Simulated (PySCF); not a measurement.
**From a computed spectrum to the compound**

A species of 3 atoms with charge 0 has these harmonic modes (PBE0, small Gaussian bases with core potentials, PySCF 2.14.0):

```csv
cm⁻¹,km/mol,symmetry
86,37.3,a1
512,123.0,b2
516,22.5,a1
```

(1) Which species is it, and in which structure?

## Answers

(1) YbF2 (singlet in the valence; each metal's 4f electrons, 14 of them, lie in its core potential, out of spins and levels):
```xyz
3

Yb    0.0000    0.0000   -0.1541
F     1.8939    0.0000    0.7053
F    -1.8939    0.0000    0.7053
```
Ideal gas at 298.15 K and 1 bar: S = 293.9 J/(mol K), Cp = 51.7 J/(mol K), H − H(0 K) = 13.0 kJ/mol (rigid rotor, harmonic modes, spin degeneracy alone, that of the 4f electrons in the core included). An lcecp potential fixes the number of 4f electrons, so in runs with it no electron can move into or out of that shell.
 This is one of several that fit.
